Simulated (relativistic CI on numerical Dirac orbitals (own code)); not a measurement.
**Line list: Electric-dipole lines, I XLVII**

These numbers are calculated, not measured: Dirac-Coulomb-Breit CI, separate exchange-only KLI orbitals for each configuration, model QED (radiative potential, 1s self-energy scaled to tabulated hydrogen-like ionisation energies), unscaled Slater integrals (own radial code, finite nucleus).

CI space (outside the closed core 1s2): 2s2 2p3, 2s 2p4, 2p5, 2p4 3s, 2p4 3p, 2p4 3d, 2s2 2p2 3s, 2s2 2p2 3p, 2s2 2p2 3d, 2s 2p3 3s, 2s 2p3 3p, 2s 2p3 3d, 2s2 2p2 4s, 2s2 2p2 4p, 2s2 2p2 4d, 2s2 2p2 4f. Levels of other configurations are missing.

```
λ vac (nm)                Lower                    Upper   A (s⁻¹)  E lower (10³ cm⁻¹)  E upper (10³ cm⁻¹)
   0.24451  2s2 2p3 2D°_5/2 [3]   2s 2p3 3p 2D_5/2 [132]  1.27e+14              2544.3             43442.5
   0.24939  2s2 2p3 4S°_3/2 [2]  2s2 2p2 3d 2P_1/2 [104]  3.22e+14              2383.1             42481.7
   0.24945  2s2 2p3 4S°_3/2 [2]  2s2 2p2 3d 4D_5/2 [103]  1.15e+14              2383.1             42471.4
   0.24954  2s2 2p3 4S°_3/2 [2]  2s2 2p2 3d 2D_3/2 [101]  2.69e+14              2383.1             42457.3
   0.24954  2s2 2p3 2P°_1/2 [4]  2s2 2p2 3d 2D_3/2 [117]  2.40e+14              2788.4             42862.3
   0.24999  2s2 2p3 2P°_3/2 [1]   2s2 2p2 3d 4P_1/2 [49]  4.94e+14                 0.0             40001.0
   0.25046  2s2 2p3 2D°_5/2 [3]  2s2 2p2 3d 4D_5/2 [103]  2.02e+14              2544.3             42471.4
   0.25051  2s2 2p3 4S°_3/2 [2]    2s 2p3 3p 4F_5/2 [97]  1.04e+14              2383.1             42302.1
   0.25055  2s2 2p3 2D°_5/2 [3]  2s2 2p2 3d 2F_7/2 [100]  4.30e+14              2544.3             42456.0
   0.25067  2s2 2p3 2P°_3/2 [1]    2s 2p3 3p 6P_3/2 [43]  2.03e+14                 0.0             39892.8
   0.25085  2s2 2p3 2P°_3/2 [1]   2s2 2p2 3d 2F_5/2 [42]  4.09e+14                 0.0             39863.8
   0.25091    2s 2p4 4P_5/2 [5]  2s 2p3 3d 4P°_3/2 [154]  2.01e+14              4098.2             43953.6
   0.25094    2s 2p4 4P_5/2 [5]  2s 2p3 3d 4D°_5/2 [153]  1.52e+14              4098.2             43948.4
   0.25117    2s 2p4 4P_5/2 [5]  2s 2p3 3d 4S°_3/2 [152]  2.86e+14              4098.2             43911.9
   0.25118    2s 2p4 2P_3/2 [7]  2s 2p3 3d 2D°_3/2 [176]  2.66e+14              4657.4             44469.5
   0.25139    2s 2p4 4P_5/2 [5]  2s 2p3 3d 4D°_7/2 [151]  3.20e+14              4098.2             43877.4
   0.25141    2s 2p4 2P_3/2 [7]  2s 2p3 3d 2D°_5/2 [174]  3.77e+14              4657.4             44432.8
   0.25141    2s 2p4 4P_5/2 [5]  2s 2p3 3d 4P°_5/2 [150]  2.67e+14              4098.2             43873.2
   0.25147    2s 2p4 2S_1/2 [6]  2s 2p3 3d 2P°_3/2 [172]  2.05e+14              4642.9             44409.7
   0.25313    2s 2p4 4P_5/2 [5]  2s 2p3 3d 6D°_7/2 [137]  1.30e+14              4098.2             43603.0
   0.26431    2s 2p4 4P_3/2 [9]  2s 2p3 3d 4D°_5/2 [177]  1.66e+14              6644.5             44479.5
   0.26436    2s 2p4 4P_5/2 [5]   2s 2p3 3d 2F°_7/2 [89]  8.92e+13              4098.2             41925.2
   0.26459  2s2 2p3 2P°_3/2 [8]  2s2 2p2 3d 2D_5/2 [122]  3.06e+14              5181.1             42974.7
   0.26488  2s2 2p3 4S°_3/2 [2]   2s2 2p2 3d 2D_5/2 [53]  3.55e+14              2383.1             40136.0
   0.26538  2s2 2p3 2P°_3/2 [8]  2s2 2p2 3d 2D_3/2 [117]  3.31e+14              5181.1             42862.3
   0.26545   2s 2p4 2D_5/2 [10]  2s 2p3 3d 2F°_7/2 [182]  3.87e+14              6905.0             44576.3
   0.26551  2s2 2p3 4S°_3/2 [2]   2s2 2p2 3d 2F_5/2 [52]  1.68e+14              2383.1             40046.0
   0.26565  2s2 2p3 2D°_5/2 [3]   2s2 2p2 3d 2F_7/2 [54]  5.52e+14              2544.3             40188.1
   0.26566  2s2 2p3 4S°_3/2 [2]   2s2 2p2 3d 4P_3/2 [50]  1.87e+14              2383.1             40024.6
   0.26586  2s2 2p3 2P°_3/2 [8]  2s2 2p2 3d 2D_5/2 [115]  3.82e+14              5181.1             42794.2
   0.26602  2s2 2p3 2D°_5/2 [3]   2s2 2p2 3d 2D_5/2 [53]  1.81e+14              2544.3             40136.0
   0.26634  2s2 2p3 2P°_3/2 [1]   2s2 2p2 3d 2D_5/2 [20]  3.34e+14                 0.0             37546.1
   0.26663   2s 2p4 2P_1/2 [11]  2s 2p3 3d 2D°_3/2 [188]  3.67e+14              7194.3             44699.4
   0.26665  2s2 2p3 2D°_5/2 [3]   2s2 2p2 3d 2F_5/2 [52]  1.18e+14              2544.3             40046.0
   0.26690    2s 2p4 4P_5/2 [5]   2s 2p3 3d 4D°_7/2 [79]  4.85e+14              4098.2             41565.0
   0.26708  2s2 2p3 2P°_1/2 [4]   2s2 2p2 3d 2P_1/2 [56]  3.94e+14              2788.4             40230.4
   0.26710   2s 2p4 2P_3/2 [12]  2s 2p3 3d 2F°_5/2 [190]  5.85e+14              7287.7             44727.3
   0.26727  2s2 2p3 2P°_1/2 [4]   2s2 2p2 3d 2D_3/2 [55]  3.28e+14              2788.4             40204.2
   0.26741    2s 2p4 4P_5/2 [5]   2s 2p3 3d 4D°_5/2 [77]  2.33e+14              4098.2             41494.0
   0.26752    2s 2p4 2S_1/2 [6]   2s 2p3 3d 2P°_3/2 [91]  2.03e+14              4642.9             42022.6
   0.26773    2s 2p4 2P_3/2 [7]   2s 2p3 3d 2D°_5/2 [90]  4.87e+14              4657.4             42009.0
   0.26807    2s 2p4 4P_3/2 [9]  2s 2p3 3d 4D°_5/2 [153]  2.75e+14              6644.5             43948.4
   0.26819   2s 2p4 2D_5/2 [10]  2s 2p3 3d 2D°_5/2 [164]  1.93e+14              6905.0             44191.9
   0.26831   2s 2p4 2D_5/2 [10]  2s 2p3 3d 2P°_3/2 [162]  2.40e+14              6905.0             44174.8
   0.26834   2s 2p4 2D_5/2 [10]  2s 2p3 3d 2F°_7/2 [161]  2.15e+14              6905.0             44171.1
```

Terms are leading LS components. Brackets give the number of a level in order of energy, since labels repeat. The list gives strong lines, with weight on those to low levels, without lines whose two gauges differ by over a factor of 2.5, among the lowest 200 of 359 levels, so that lines to higher ones, which can be the strongest, are missing. Levels whose partners in the same complex of configurations lie outside the list can be far off, and so can their lines. Rates are taken at the computed energies, electric ones in the length gauge.

At this charge energies of transitions that change n are usually good to better than 1 %, and those within a shell (Δn = 0) to a few per cent.

(1) From the table, what is the radiative lifetime of 2s2 2p2 3d 4D_5/2?

## Answers

(1) The listed rates from this level add up to about 3.17e+14 s⁻¹, 100 % of its decay; with all channels τ = 3.15e-15 s.

LS names give the leading component of a level, which can be under half, so a name can repeat, a term be missing and a line seem to break the LS rules.
